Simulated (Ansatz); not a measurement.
Relaxation of CuBr₂⁻ with UKS PBE-D4/def2-TZVPD.

```sh
$ ansatz run in.yaml --threads 4 --pin off --events-out ev --progress --plain --max-ram 3916MiB
```

```yaml
crystal:
  periodic: [false, false, false]
  atoms:
    - {symbol: Cu, position_ang: [0.000785, -0.000716, 0.000655]}
    - {symbol: Br, position_ang: [-1.489444, -1.691862, -0.260368]}
    - {symbol: Br, position_ang: [1.488659, 1.692578, 0.259703]}
basis:
  gaussian: {orbitals: def2-TZVPD}
total_charge: -1
magnetization: {spin_polarized: true, initial_magnetization: 2}
hamiltonian: {xc: pbe, dispersion: d4}
scf: {lower_state_search: "off"}
output: {orbitals: {seedname: orbitals}}
relax: {f_tol: 0.02, max_steps: 100}
```

It took 38 s on 4 threads of Arm Neoverse V1 on a shared host.

Positions (Å) and forces (eV/Å) at steps 1, 2, 3, 4, 6, 7, 8, 9, 10, 11, 12 of 12:

```xyz
3
step=1 energy=-184708.4441 eV
Cu    0.001   -0.001    0.001    0.001   -0.004    0.002
Br   -1.489   -1.692   -0.260   -0.518   -0.586   -0.091
Br    1.489    1.693    0.260    0.516    0.589    0.089
3
step=2 energy=-184708.5132 eV
Cu    0.001   -0.001    0.001    0.003   -0.004    0.003
Br   -1.525   -1.732   -0.267   -0.340   -0.383   -0.061
Br    1.524    1.733    0.266    0.338    0.387    0.058
3
step=3 energy=-184708.5831 eV
Cu    0.004   -0.004    0.003    0.007   -0.008    0.006
Br   -1.600   -1.814   -0.281   -0.091   -0.096   -0.018
Br    1.596    1.818    0.277    0.084    0.103    0.012
3
step=4 energy=-184708.5903 eV
Cu    0.009   -0.009    0.008    0.014   -0.014    0.012
Br   -1.637   -1.850   -0.289   -0.010    0.003   -0.007
Br    1.627    1.859    0.281   -0.004    0.011   -0.005
3
step=6 energy=-184708.6302 eV
Cu    0.117   -0.118    0.102    0.149   -0.151    0.130
Br   -1.686   -1.790   -0.335   -0.028    0.129   -0.057
Br    1.569    1.908    0.233   -0.122    0.022   -0.073
3
step=7 energy=-184708.7410 eV
Cu    0.237   -0.240    0.206    0.216   -0.218    0.188
Br   -1.711   -1.690   -0.381    0.025    0.260   -0.071
Br    1.474    1.930    0.175   -0.241   -0.042   -0.117
3
step=8 energy=-184708.9104 eV
Cu    0.356   -0.361    0.311    0.208   -0.210    0.181
Br   -1.694   -1.542   -0.420    0.089    0.324   -0.057
Br    1.337    1.903    0.109   -0.297   -0.114   -0.124
3
step=9 energy=-184709.0971 eV
Cu    0.476   -0.483    0.415    0.102   -0.103    0.089
Br   -1.647   -1.359   -0.453    0.171    0.303   -0.006
Br    1.170    1.842    0.038   -0.273   -0.200   -0.083
3
step=10 energy=-184709.2215 eV
Cu    0.550   -0.558    0.480    0.121   -0.123    0.106
Br   -1.566   -1.187   -0.465    0.037    0.173   -0.036
Br    1.015    1.746   -0.014   -0.159   -0.050   -0.070
3
step=11 energy=-184709.2726 eV
Cu    0.644   -0.653    0.561   -0.050    0.051   -0.044
Br   -1.495   -1.007   -0.485    0.046   -0.002    0.026
Br    0.851    1.660   -0.076    0.005   -0.049    0.018
3
step=12 energy=-184709.2733 eV
Cu    0.636   -0.645    0.554    0.001   -0.001    0.001
Br   -1.493   -1.012   -0.482   -0.003   -0.002   -0.001
Br    0.856    1.657   -0.072    0.002    0.004    0.000
```

The highest occupied level of the charge -1 triplet lies above zero (up to 0.73 eV). It is a level of α spin, whose loss leaves a doublet; that state wasn't run at this geometry and level. The electron is either unbound and held by the finite basis, or the level is raised by self-interaction error. The relaxation made no stability test and no search for a lower SCF solution. At PBE-D4/def2-TZVPD a singlet of charge -1 lies 3.05 eV below the triplet, each at its own geometry. The structure comes from a short search, and lower isomers may exist.
